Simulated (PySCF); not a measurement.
## Computed properties of 3-fluorothiophene (C₄H₃FS), SMILES Fc1ccsc1

C₄H₃FS, SMILES s1cc(F)cc1. The structure is a stationary point at B3LYP-D3(BJ)/def2-SVP. Other conformers were not sampled. All values are computed for the isolated molecule unless a solvent is named; none is compared with measurement here.

**Structure.** The optimised structure has Cs symmetry. All 21 harmonic modes at B3LYP-D3(BJ)/def2-SVP (PySCF) are real, so it is a minimum. With heavy atoms numbered as in [F:1][c:2]1[cH:3][cH:4][s:5][cH:6]1, the shortest bond between them is F1–C2 at 1.335 Å and the longest S5–C6 at 1.731 Å.

**Vibrations.** The strongest infrared lines (harmonic, unscaled, degenerate partners summed) lie at 1619 cm⁻¹ (103 km/mol, C 91 %), 784 cm⁻¹ (84 km/mol, H 65 %, C 34 %), 1450 cm⁻¹ (75 km/mol, C 83 %, H 13 %). The softest mode is at 278 cm⁻¹ and the zero-point energy is 36.9 kcal/mol.

**Electronic structure.** PBE0/def2-TZVP (PySCF) places the frontier levels at -6.95 and -0.67 eV, a gap of 6.28 eV, and gives a dipole moment of 1.14 D and a mean polarisability of 59.6 bohr³. PBE/def2-TZVP (PySCF) at the same geometry gives -5.84 and -1.51 eV, so its gap is 1.95 eV narrower. An orbital gap is neither the optical nor the fundamental gap.

**Excitations.** TDA-CAM-B3LYP/def2-SVPD (PySCF) has S1 at 5.86 eV (212 nm, f = 0.115, bright); the most intense of the 10 singlets computed lies at 6.24 eV (f = 0.12). T1 (TDA) is at 3.71 eV, 2.15 eV under S1. TDA-PBE/def2-SVPD (PySCF) puts S1 at 5.41 eV. No vertical singlet excitation falls in the visible range (under 3.1 eV).

**NMR.** GIAO shifts at PBE0/pcSseg-1 (PySCF) (non-relativistic, atoms alike by connectivity averaged): ¹³C from 114.9 to 169.4 ppm against TMS; ¹H from 7.0 to 7.4 ppm against TMS; ¹⁹F at -139.3 ppm against CFCl3.

**Solvation.** SMD-M06-2X/def2-SVP (PySCF) gives -0.3 kcal/mol in water, -3.0 kcal/mol in n-hexane, -3.7 kcal/mol in diethylether (1 M in both phases, gas-phase geometry); of these solvents diethylether holds the molecule best.
